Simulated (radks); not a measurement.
Valence configurations of Tc (all share [Kr]). Calculated with a radial shooting solver on a logarithmic mesh with Libxc functionals: scalar-relativistic Kohn-Sham, PBE, spin-polarised, spherical densities, finite nucleus; open shells are filled with parallel spins first (spin-orbit coupling, left out, can overturn this in heavy ions); Fermi nuclear charge, rms radius 4.4112 fm. Energies are relative to 4d5 5s2; eigenvalues in eV for spin up.

valence          E (eV)  moment (Bohr magnetons)    e(4d)   e(5p)   e(5s)
4d5 5s2           0.000                        5   -7.827       -  -5.540
4d5 5p2           6.250                        7  -10.193  -3.042       -
4d4 5s2 5p1       7.434                        5  -11.551  -2.864  -7.372
4d3 5s2 5p2      17.395                        5  -15.201  -3.961  -9.025
4d6 5s1          -0.002                        5   -5.336       -  -4.727
4d4 5s1 5p2       9.818                        7  -12.548  -3.538  -8.263
4d5 5s1 5p1       2.034                        7   -9.014  -2.446  -6.591
4d3 5s1 5p3      20.080                        7  -16.082  -4.560  -9.824
4d3 5p4          27.461                        5  -17.383  -4.935       -
4d3.5 5s1.5 5p2  13.489                        6  -13.870  -3.772  -8.661

NIST lists [Kr] 4d5 5s2 as the ground configuration; this level of theory puts 4d6 5s1 lower, by 0.002 eV. The energies are those of spherical high-spin densities, not of single terms.
